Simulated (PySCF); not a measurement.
# Radial density of Fe⁺ (iron, charge +1)

UHF, [Ar] 3d6 4s1, high-spin 6D determinant. All numbers are calculated (PySCF 2.14, the non-relativistic Hamiltonian (point nucleus), in cc-pVDZ).

```json
{"r (bohr)": "0.00104", "4πr²ρ (e/bohr)": "0.1526", "4πr²(ρα − ρβ)": "0.0001"}
{"r (bohr)": "0.00175", "4πr²ρ (e/bohr)": "0.4161", "4πr²(ρα − ρβ)": "0.0002"}
{"r (bohr)": "0.00294", "4πr²ρ (e/bohr)": "1.107", "4πr²(ρα − ρβ)": "0.0005"}
{"r (bohr)": "0.00494", "4πr²ρ (e/bohr)": "2.822", "4πr²(ρα − ρβ)": "0.0012"}
{"r (bohr)": "0.00830", "4πr²ρ (e/bohr)": "6.704", "4πr²(ρα − ρβ)": "0.0028"}
{"r (bohr)": "0.0140", "4πr²ρ (e/bohr)": "14.15", "4πr²(ρα − ρβ)": "0.0057"}
{"r (bohr)": "0.0235", "4πr²ρ (e/bohr)": "24.54", "4πr²(ρα − ρβ)": "0.0092"}
{"r (bohr)": "0.0395", "4πr²ρ (e/bohr)": "31.12", "4πr²(ρα − ρβ)": "0.0092"}
{"r (bohr)": "0.0665", "4πr²ρ (e/bohr)": "26.77", "4πr²(ρα − ρβ)": "0.0058"}
{"r (bohr)": "0.112", "4πr²ρ (e/bohr)": "25.90", "4πr²(ρα − ρβ)": "0.0470"}
{"r (bohr)": "0.188", "4πr²ρ (e/bohr)": "34.82", "4πr²(ρα − ρβ)": "0.2989"}
{"r (bohr)": "0.316", "4πr²ρ (e/bohr)": "20.11", "4πr²(ρα − ρβ)": "1.2978"}
{"r (bohr)": "0.532", "4πr²ρ (e/bohr)": "14.30", "4πr²(ρα − ρβ)": "3.3176"}
{"r (bohr)": "0.895", "4πr²ρ (e/bohr)": "14.22", "4πr²(ρα − ρβ)": "3.3847"}
{"r (bohr)": "1.51", "4πr²ρ (e/bohr)": "3.718", "4πr²(ρα − ρβ)": "1.5094"}
{"r (bohr)": "2.53", "4πr²ρ (e/bohr)": "0.7503", "4πr²(ρα − ρβ)": "0.5992"}
{"r (bohr)": "4.26", "4πr²ρ (e/bohr)": "0.1282", "4πr²(ρα − ρβ)": "0.1242"}
{"r (bohr)": "7.16", "4πr²ρ (e/bohr)": "0.001638", "4πr²(ρα − ρβ)": "0.0016"}
```
